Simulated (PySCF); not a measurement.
**The second ionisation energy along group 10**

Calculated with PySCF 2.14 from differences of total energies of unrestricted determinants, without spin-orbit coupling. Values in eV. The last column holds reference values (NIST; (s) semi-empirical, (t) theoretical, else measured). Unmarked ones compare directly (S terms, centres of terms, or small fine structure); those marked * lie between the lowest fine-structure levels and include a spin-orbit shift.

```
                           element                 configurations     UHF  MP2 (valence)  SCS-MP2 (valence)           reference
    Ni (cc-pVDZ, non-relativistic)            [Ar] 3d9 → [Ar] 3d8  15.263         18.247             17.933            18.169 *
Pd (cc-pVDZ-PP with ECP28MDF, ECP)            [Kr] 4d9 → [Kr] 4d8  17.376         18.860             18.752  19.43 ± 0.12 (s) *
Pt (cc-pVDZ-PP with ECP60MDF, ECP)  [Xe] 4f14 5d9 → [Xe] 4f14 5d8  16.874         18.318             18.219      18.56 ± 0.12 *
```

"Valence" correlates the outer s and p shells and, in groups 3 to 12 and the f block, the outer d or f shell, open or full, or the next shell where the ion has no valence electron left; the wider scheme adds the next inner shell.
